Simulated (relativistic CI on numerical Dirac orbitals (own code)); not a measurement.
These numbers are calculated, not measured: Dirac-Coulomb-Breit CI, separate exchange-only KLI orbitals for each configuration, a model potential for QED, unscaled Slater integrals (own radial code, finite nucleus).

The strongest absorption lines from the ground level of an ion, among the configurations computed and to levels below about 46.8 eV (vacuum wavelength in nm, gf): 27.629 (0.92), 27.681 (0.21), 27.978 (0.29), 28.283 (0.25), 28.344 (0.69), 28.676 (1.4), 28.721 (0.32), 30.670 (0.85).

(1) Which ion is it?
A. Sn8+
B. Cd4+
C. Te10+
D. Cd6+

## Answers

(1) D. Cd6+ has 42 electrons and the ground level 4s2 4p6 4d6 5D_4; the strongest line goes to 4s2 4p6 4d5 5p 5F°_5. The pattern of lines fixes the number of electrons, and along that sequence the line energies rise steadily with the charge (about as its square where n changes within one kind of shell, about linearly where n is kept but much faster in heavy ions where fine structure, which grows about as Z⁴, sets the gap, and irregularly where shells cross), which fixes Z. Configurations outside the model, such as inner-shell arrays, can give stronger lines. At this charge configurations can still be misplaced by up to about 7 % of their energy. Terms inside the open d or f shell come out 10 to 20 % too wide with unscaled integrals.

LS names give the leading component of a level, which can be under half, so a name can repeat, a term be missing and a line seem to break the LS rules.
